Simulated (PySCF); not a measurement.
Unknown compound

Molecular formula: C5H12FPSi. Simulated spectra:

¹H NMR (400 MHz, computed): δ 3.72 (m, 3H), 2.62 (m, 1H), 1.17 (d, 6H), 0.71 (m, 2H).

¹³C{¹H} NMR (computed): δ 251.2 (C), 30.8 (CH), 20.2 (CH3), -1.5 (CH2).

[PySCF: GIAO HF/pcSseg-1 shieldings; coordinates at the PBE0-D3(BJ)/def2-SVP level; fast rotation and ring inversion assumed for equivalent nuclei; no solvent model; a single conformation; relativity neglected]

Scale: ¹H (σref 31.69) and ¹³C (σref 190.85) against TMS (reference shieldings calculated alike).

Propose a structure and justify it.

## Answers


4 carbon signals for 5 carbons: some carbons are equivalent by symmetry or fast rotation. Carbon types of the structure: 1 × C, 1 × CH, 1 × CH2, 2 × CH3, leaving 3 H on heteroatoms. δC 251.2: carbon double-bonded to a heavier main-group atom. δC 30.8: sp3 CH; saturated and bonded to C and H only. δC 20.2: methyl carbon; saturated and bonded to C and H only. δC -1.5: sp3 CH2 bonded to P and Si; an electropositive neighbour leaves it electron-rich and shielded. δH 2.62: hydrogen on an sp3 CH. δH 1.17: hydrogen on a methyl carbon. δH 0.71: hydrogen on an sp3 CH2 bonded to P and Si; an electropositive neighbour shields it, as in TMS itself.

These data were computed for `CC(C)/C(F)=P\C[SiH3]`.

The shifts were computed for this structure.

Splittings by ¹⁹F and ³¹P in the carbon and heteronuclear signals aren't shown, as no couplings were computed. Shifts are as computed. Against solution values, carbons near 30 ppm lie about -0 ppm off and those near 130 ppm about +7 ppm. Of 1313 compounds with measured shifts, 239 miss one by over three times the rms of a fit or turn the order of signals round; such compounds aren't used in these exercises. No couplings were computed; multiplicities are counted from neighbouring protons, with m where these are inequivalent, close in shift, in a saturated or five-membered ring or joined by F or P, and br s for small geminal =CH2 splittings.
